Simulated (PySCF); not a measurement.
# WNBr₃ → BrWN + Br₂

Level: PBE in the def2-SVP basis family, computed in PySCF with density fitting; scalar-relativistic core potentials for atoms from Rb on, none lighter, no spin–orbit coupling; open shells unrestricted.

| species | state and structure | ZPE (kJ/mol) | H(298 K) − H(0) (kJ/mol) | S° (J/(mol K)) |
| --- | --- | --- | --- | --- |
| WNBr₃ | singlet, C3v, W–Br 2.422 Å (×3), W–N 1.678 Å; Br–W–Br 114.0° (×3), Br–W–N 104.5° (×3) | 15.7 | 22.4 | 395.2 |
| BrWN | triplet, Cs, W–Br 2.436 Å, W–N 1.675 Å; Br–W–N 106.9° | 9.3 | 12.7 | 316.4 |
| Br₂ | singlet, D∞h, Br–Br 2.326 Å | 1.8 | 9.8 | 245.8 |

Problem. Is the gas-phase reaction uphill or downhill in electronic energy at this level, and by how much?

Solution. At PBE/def2-SVP, ΔE = 565.4 kJ/mol, uphill. 

Problem. Add zero-point, thermal and entropy terms for 298.15 K and 1 bar.

Solution. ΔZPE = -4.6 and Δ[H(298) − H(0)] = 0.1 kJ/mol give ΔH° = 560.9 kJ/mol. ΔS° = 167.0 J/(mol K), so ΔG° = 560.9 − 298.15 × (0.1670) = 511 kJ/mol.

Spin–orbit coupling can matter for WNBr₃, BrWN and is left out. Open d or f shells are single determinants, so the state found may not be the ground state. Only the bonding shown was studied: isomers, or loss of a ligand pair, can lie lower.
